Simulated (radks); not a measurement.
Task: These are the eigenvalues of the occupied orbitals of an atom or ion with whole-number occupations (eV). Calculated with a radial shooting solver on a logarithmic mesh with Libxc functionals: scalar-relativistic Kohn-Sham, PBE, spin-polarised, spherical densities, finite nucleus; Fermi nuclear charge, rms radius of each element as measured or else 0.836 A^(1/3) + 0.57 fm.

1s up: -1804.589
1s down: -1804.580
2s up: -157.5977
2s down: -157.5872
2p up: -113.7025
2p down: -113.6888
3s up: -25.5447
3s down: -25.4555
5p up: -3.0174

Which element is it, and in what charge state? The configuration may be excited. Open shells, if any, are filled with parallel spins first.

Result: Z = 14, silicon, charge +1: Si+ in [Ne] 3s2 5p1. The list shows which subshells hold electrons but not how many an open one holds; the 1s level, -66.317 hartree, gives Z - s = 11.5 by -(Z - s)^2/2, which with screening and relativity narrows Z to a few neighbours, and the depths of the outer levels then fix element, charge and occupations together.
